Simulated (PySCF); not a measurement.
# Nuclear quadrupole coupling in `O=C(F)c1sccc1F`

C₅H₂F₂OS.
Cartesian coordinates in Å at the GFN2-xTB level; atoms count from 1:
```xyz
11
C5H2F2OS angstrom
O     -2.8758    0.6581    0.3324
C     -2.1050   -0.2364    0.2674
F     -2.5587   -1.5282    0.3676
C     -0.6731   -0.2126    0.0889
S      0.2820   -1.6567    0.0177
C      1.7123   -0.7490   -0.1906
C      1.4982    0.5978   -0.2083
C      0.1365    0.9002   -0.0488
F     -0.3227    2.1443   -0.0329
H      2.6501   -1.2583   -0.2918
H      2.2617    1.3435   -0.3275
```

Field gradients from the PBE0/pcSseg-1 density (PySCF, non-relativistic), principal values in atomic units, ordered |Vxx| ≤ |Vyy| ≤ |Vzz|:

```json
{"atom": "O1", "Vxx": "0.5237", "Vyy": "0.9718", "Vzz": "-1.4955"}
{"atom": "S5", "Vxx": "-0.3766", "Vyy": "-1.5298", "Vzz": "1.9063"}
```

Question: Find the asymmetry η = (Vxx − Vyy)/Vzz and the couplings χ = eQV/h (234.96 MHz × Q in barn × V in au), with Q(17O) = −0.0256 b, Q(33S) = −0.0678 b.

Answer: 
```json
{"atom": "O1", "environment": "carbonyl oxygen", "nucleus": "17O", "η": "0.30", "χzz (MHz)": "9.00", "χxx (MHz)": "-3.15", "χyy (MHz)": "-5.85"}
{"atom": "S5", "environment": "thiophene-type sulfur", "nucleus": "33S", "η": "0.60", "χzz (MHz)": "-30.37", "χxx (MHz)": "6.00", "χyy (MHz)": "24.37"}
```

Question: What is Vzz at S5 in SI units (1 au = 9.71736 × 10²¹ V/m²)?

Answer: 1.9063 au = 18.525 × 10²¹ V/m².

Question: And the gradient at the other heavy atoms, for which no coupling is worked out here?

Answer: 
```json
{"atom": "C2", "environment": "acyl halide carbon", "Vzz (au)": "-0.460", "η": "0.19"}
{"atom": "F3", "environment": "acyl fluorine", "Vzz (au)": "2.550", "η": "0.27"}
{"atom": "C4", "environment": "substituted aromatic carbon", "Vzz (au)": "0.196", "η": "0.05"}
{"atom": "C6", "environment": "aromatic CH next to a ring sulfur", "Vzz (au)": "-0.281", "η": "0.34"}
{"atom": "C7", "environment": "aromatic CH carbon", "Vzz (au)": "0.191", "η": "0.35"}
{"atom": "C8", "environment": "aromatic C–F carbon", "Vzz (au)": "-0.412", "η": "0.57"}
{"atom": "F9", "environment": "aryl fluorine", "Vzz (au)": "3.038", "η": "0.18"}
```

Question: What couplings would deuterons (Q(2H) = 0.00286 b) have in place of the hydrogens, at this geometry?

Answer: 
```json
{"atom": "H10", "bonded to": "C6", "bond length (Å)": "1.072", "Vzz (au)": "0.3416", "η": "0.08", "χzz (kHz)": "230"}
{"atom": "H11", "bonded to": "C7", "bond length (Å)": "1.074", "Vzz (au)": "0.3385", "η": "0.07", "χzz (kHz)": "227"}
```

The structure is a single GFN2-xTB conformer in the gas phase; no vibrational or solvent corrections. GFN2-xTB bond lengths can be off by several hundredths of an ångström, more for odd bonds, and the gradients follow them. The basis is small and wasn't made for field gradients, so the couplings can be 20 % off.
